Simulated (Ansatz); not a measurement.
```yaml
crystal:
  periodic: [false, false, false]
  atoms:
    - {symbol: O, position_ang: [0.039004, -1.855685, 1.975339]}
    - {symbol: C, position_ang: [0.474403, -0.967183, 1.417236]}
    - {symbol: B, position_ang: [0.911725, 0.109650, 0.908087]}
    - {symbol: Si, position_ang: [-0.040766, 0.616757, -0.694794]}
    - {symbol: O, position_ang: [-1.345083, -0.252395, -1.167517]}
    - {symbol: H, position_ang: [1.740623, 0.627914, 1.464628]}
    - {symbol: H, position_ang: [0.150236, 1.701939, -1.513896]}
    - {symbol: H, position_ang: [-1.608886, 0.131231, -2.262899]}
basis:
  gaussian: {orbitals: cc-pVTZ-DK, point_charges: [{charge: 1.00, position_ang: [5.351, 0.794, -0.851]}]}
total_charge: -1
magnetization: {spin_polarized: true, initial_magnetization: 1}
hamiltonian: {xc: {name: SPW92}}
relax: {f_tol: 0.001, max_steps: 2}
```

```sh
$ ansatz run in.yaml --threads 2 --pin off --events-out ev --progress --plain --max-ram 4352MiB
```

(1) How does Ansatz answer? (Best estimate.)

Answers

(1) Computed: The calculation stopped without meeting its thresholds.
```
Functional definition: SPW92
1161 factors; their error is unknown
mean field evaluation 1: about -13666.8755 eV, gradient 4.5e1 eV
mean field evaluation 2: about -13573.7301 eV, gradient 1.0e2 eV
mean field evaluation 4: about -13675.9381 eV, gradient 2.7e1 eV
mean field evaluation 8: about -13679.0067 eV, gradient 2.5e0 eV
mean field evaluation 16: about -13678.9963 eV, gradient 4.1e-3 eV
mean field evaluation 32: about -13678.9963 eV, gradient 1.5e-5 eV
mean field -13678.99625279 eV, -502.6938403333 hartree, gradient 1.5e-5 eV, S^2 0.751769; 6 other end points of the search recorded, 0 dependent functions left out
reference -13678.99628674 eV, -502.6938415811 hartree; 23, 22 occupied and 173, 174 virtual orbitals, 1161 factors
relax step   1: F+E_penalty+E_count = -13678.99625279 eV  Δ(F+E_penalty+E_count) = +0.000e0 eV  max|allowed force component| = 6.576e0 eV/Å  Δτ_max = 0.0000 Å  (168 SCF iters, accepted)
1161 factors; their error is unknown
mean field -13680.82895473 eV, -502.7611908875 hartree, gradient 6.8e-5 eV, S^2 0.751982; 0 other end points of the search recorded, 0 dependent functions left out
reference -13680.82898771 eV, -502.7611920995 hartree; 23, 22 occupied and 173, 174 virtual orbitals, 1161 factors
relax step   2: F+E_penalty+E_count = -13680.82895473 eV  Δ(F+E_penalty+E_count) = -1.833e0 eV  max|allowed force component| = 2.810e0 eV/Å  Δτ_max = 0.1948 Å  (42 SCF iters, accepted)
Error: geometry relaxation did not converge after 2 steps: max|allowed force component| = 2.81e0 eV/Å (threshold 1.0e-3). Raise `relax.max_steps` over both its present limit and 2, loosen `relax.f_tol`, or start from a geometry closer to equilibrium. Where this run's directory can be resumed (`checkpoint.write`), a resume goes on for up to `relax.max_steps` more
```
